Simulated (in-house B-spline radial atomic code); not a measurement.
Configurations of Fe3+, with energies counted from [Ar] 3d5. Computed with an all-electron radial atomic-structure program (B-spline basis): scalar-relativistic (X2C) LDA exchange-only, spin-polarised, spherical fractional occupations, Fermi nucleus of rms radius 3.7377 fm. Shells without spins written out take the highest spin.

Occupations are held fixed; configurations that lie above the ionisation limit could autoionise.

```tsv
configuration	E - E(ref) (eV)	highest orbital	its <r> (bohr)
[Ar] 3d(4 up, 1 down)	4.9468	3d down	1.008
[Ar] 3d4 4p1	22.341	4p up	2.444
[Ar] 3d4 4f1	40.06	4f up	4.263
[Ne] 3s2 3p5 3d5 4s1	61.227	4s up	2.15
[Ne] 3s2 3p(3 up, 2 down) 3d(2 up, 3 down) 4s(1 up, 0 down)	74.853	4s up	2.186
[Ne] 3s2 3p(2 up, 3 down) 3d(3 up, 2 down) 4d(1 up, 0 down)	92.738	4d up	3.225
```

Task: Order these further configurations by energy, lowest first.
A. [Ne] 3s2 3p5 3d5 4d1
B. [Ar] 3d4 4d1
C. [Ne] 3s2 3p(3 up, 2 down) 3d(2 up, 4 down)
D. [Ne] 3s2 3p5 3d6
E. [Ne] 3s2 3p(2 up, 3 down) 3d(0 up, 5 down) 4p(0 up, 1 down)

Result: B (32.967 eV), D (53.072 eV), C (60.733 eV), E (68.988 eV), A (79.745 eV).

Task: How far above the reference does [Ar] 3d4 4s1 lie?

Result: 14.666 eV; its least bound orbital is 4s up with <r> = 2.166 bohr.

Task: How far above the reference does [Ne] 3s2 3p5 3d5 4f1 lie?

Result: 86.951 eV; its least bound orbital is 4f up with <r> = 4.239 bohr.
